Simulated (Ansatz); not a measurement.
Relaxation of ClFH6W (9 atoms, charge 0, multiplicity 1), to a largest force component of 0.03 eV/Å in at most 50 steps.

These are results of RHF/def2-SVP in Ansatz 0.2.0, not measurements.

```xyz
9
Properties=species:S:1:pos:R:3:forces:R:3
W 0.237 -0.376 -0.245 0.59 -0.37 0.04
H -0.008 -0.866 2.626 -1.46 0.20 0.45
H 0.847 0.964 0.514 0.01 0.05 -0.03
H -0.009 0.994 -1.140 -0.01 0.09 0.07
H -0.821 0.726 0.366 0.01 0.06 0.03
F -1.200 -1.506 0.145 -0.01 -0.04 -0.01
H 0.422 -0.488 -1.908 0.01 -0.04 0.03
Cl 2.330 -1.217 0.475 -0.38 0.22 -0.44
H 0.675 -0.953 2.442 1.24 -0.17 -0.13
```

Problem. Where does it end, and by what steps?

Solution. The run converged. After 6 steps the energy has fallen by 0.174 eV; H9 moved furthest, 0.92 Å.

| step | energy less start (eV) | largest force component (eV/Å) | accepted |
| --- | --- | --- | --- |
| 0 | 0.0000 | 1.457 | yes |
| 1 | -0.1079 | 0.337 | yes |
| 2 | -0.1430 | 0.138 | yes |
| 3 | -0.1620 | 0.128 | yes |
| 4 | -0.1719 | 0.088 | yes |
| 5 | -0.1737 | 0.041 | yes |
| 6 | -0.1741 | 0.027 | yes |

```xyz
9
Properties=species:S:1:pos:R:3
W 0.282 -0.333 -0.506
H -0.170 -1.062 3.332
H 0.918 1.004 0.231
H -0.010 1.090 -1.312
H -0.744 0.732 0.222
F -1.076 -1.511 0.013
H 0.351 -0.393 -2.184
Cl 2.344 -1.156 0.134
H 0.577 -1.093 3.343
```

The run took 15 s on 1 thread of Arm Neoverse V2, with other jobs on the host, peak memory 0.17 GiB.
